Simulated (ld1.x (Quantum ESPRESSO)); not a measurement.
# Before and after: TM potential for phosphorus

ld1.x (Quantum ESPRESSO) 7.5 input, shortened:

```
&input
   title='P', zed=15., rel=1, dft='PBE', iswitch=3,
   config='[Ne] 3s2 3p1.5'
 /
 &inputp
   pseudotype=2, tm=.true., lloc=0,
   nlcc=.true., new_core_ps=.true., rcore=0.85
 /
2
3P  2  1   1.50   0.00  1.40  1.40  0.0
3S  1  0   2.00   0.00  1.55  1.55  0.0
 &test
   configts(1)='3s2 3p1.5'
 /
```

All-electron outer shells of the reference configuration (PBE, scalar-relativistic, ld1.x):

```tsv
shell	level (eV)	outermost node (bohr)	outermost maximum (bohr)
3s	-28.48	0.65	1.54
3p	-19.10	0.64	1.72
```

Change: wave 3s (bound): rc 1.55 bohr becomes 3s (bound): rc 2.30 bohr.

Cutoffs: the cutoffs (Ry, on a coarse ladder) from which the occupation-weighted sum of valence levels, in a spherical-Bessel basis at the reference potential, stays within 10 and 1 mRy of its value at 400 Ry; they do not see the model core or the augmentation charge, which bear on the density cutoff. Errors are all-electron minus pseudo energies relative to the spin-unpolarised reference configuration.

What does the change do?

The potential gets softer (40 Ry and 55 Ry → 21 Ry and 50 Ry); of the 7 tests that both files solve, the error grows in 7 and shrinks in 0 by more than 15 % and 0.3 meV (median size 6.8 → 21.8 meV); neither file shows a bound ghost. A larger radius leaves more room for a smooth pseudo-wave, so fewer plane waves are needed. More of the atom is replaced by a form fitted at one configuration, so other configurations suffer.

```csv
quantity,base,changed
"cutoff, loose",40 Ry,21 Ry
"cutoff, tight",55 Ry,50 Ry
loose cutoff by channel (10 mRy a level),"p 8 Ry, s 18 Ry","p 8 Ry, s 10 Ry"
bound ghosts,none,none
"error for 3s2 3p3, meV [ΔE -18.04 eV]",+12,+40
"error for 3s2 3p2, meV [ΔE -8.32 eV]",+2.2,+6.6
"error for 3s2 3p1, meV [ΔE 10.83 eV]",+1.9,+7.6
"error for 3s2 3p0, meV [ΔE 40.57 eV]",+24,+87
"error for 3s1 3p4, meV [ΔE -9.51 eV]",+8.0,+19
"error for 3s0 3p5, meV [ΔE -0.84 eV]",+4.7,-47
"error for 3s2 3p2.5, meV [ΔE -14.27 eV]",+6.8,+22
```
